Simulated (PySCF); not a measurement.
Cl2Sr, charge -1, doublet, geometry from GFN2-xTB (such geometries of metal compounds can be far from the true shape) (a state made from the parent by changing its charge; the spin is typed, not shown lowest) (all electrons, no relativity) (in this run its highest filled SCF level lies above zero, so its values depend strongly on the basis, on diffuse functions most of all); HF/STO-3G in PySCF.

Input for PySCF:
```python
from pyscf import gto, scf

mol = gto.M(
    atom='''
Sr    0.21235741   -0.45476054    0.09368183
Cl    1.49087452    0.96121824   -1.82342040
Cl   -1.96555579    0.05530533    1.61401395
''',
    basis='sto-3g',
    charge=-1,
    spin=1,
    verbose=4,
)

mf = scf.UHF(mol)
mf.kernel()
```

**Question.** Predict the main parts of the log of this PySCF run.

**Answer.** 
```
PySCF version 2.14.0

[INPUT] verbose = 4
[INPUT] num. atoms = 3
[INPUT] num. electrons = 73
[INPUT] charge = -1
[INPUT] spin (= nelec alpha-beta = 2S) = 1
[INPUT] symmetry False subgroup None
[INPUT] Mole.unit = angstrom
[INPUT] Symbol           X                Y                Z      unit          X                Y                Z       unit  Magmom
[INPUT]  1 Sr     0.212357410000  -0.454760540000   0.093681830000 AA    0.401297345422  -0.859372872859   0.177033001548 Bohr   0.0
[INPUT]  2 Cl     1.490874520000   0.961218240000  -1.823420400000 AA    2.817344528892   1.816439219536  -3.445765165945 Bohr   0.0
[INPUT]  3 Cl    -1.965555790000   0.055305330000   1.614013950000 AA   -3.714362125653   0.104511926929   3.050044326727 Bohr   0.0

nuclear repulsion = 283.634468979764
number of shells = 20
number of NR pGTOs = 120
number of NR cGTOs = 40
basis = sto-3g
ecp = {}

******** <class 'pyscf.scf.uhf.UHF'> ********
method = UHF
initial guess = minao
damping factor = 0
level_shift factor = 0
DIIS = <class 'pyscf.scf.diis.CDIIS'>
diis_start_cycle = 1
diis_space = 8
diis_damp = 0
SCF conv_tol = 1e-09
SCF conv_tol_grad = None
SCF max_cycles = 50
direct_scf = True
direct_scf_tol = 1e-13
number electrons alpha = 37  beta = 36
Set gradient conv threshold to 3.16228e-05
init E= -4002.35579123944

cycle= 1 E= -4008.31039061701  delta_E= -5.95  |g|= 0.164  |ddm|= 1.89
cycle= 2 E= -4008.34046800545  delta_E= -0.0301  |g|= 0.0343  |ddm|= 0.511
cycle= 3 E= -4008.34388587157  delta_E= -0.00342  |g|= 0.0131  |ddm|= 0.231
cycle= 4 E= -4008.34456869045  delta_E= -0.000683  |g|= 0.00334  |ddm|= 0.134
cycle= 5 E= -4008.34461208759  delta_E= -4.34e-05  |g|= 0.000492  |ddm|= 0.0394
cycle= 6 E= -4008.34461271353  delta_E= -6.26e-07  |g|= 0.000102  |ddm|= 0.0032
cycle= 7 E= -4008.34461274226  delta_E= -2.87e-08  |g|= 1.65e-05  |ddm|= 0.000618
cycle= 8 E= -4008.34461274288  delta_E= -6.16e-10  |g|= 2.11e-06  |ddm|= 8.78e-05
Extra cycle  E= -4008.34461274289  delta_E= -1.09e-11  |g|= 8.57e-07  |ddm|= 6.46e-06
converged SCF energy = -4008.34461274289  <S^2> = 0.75130522  2S+1 = 2.0013048
```
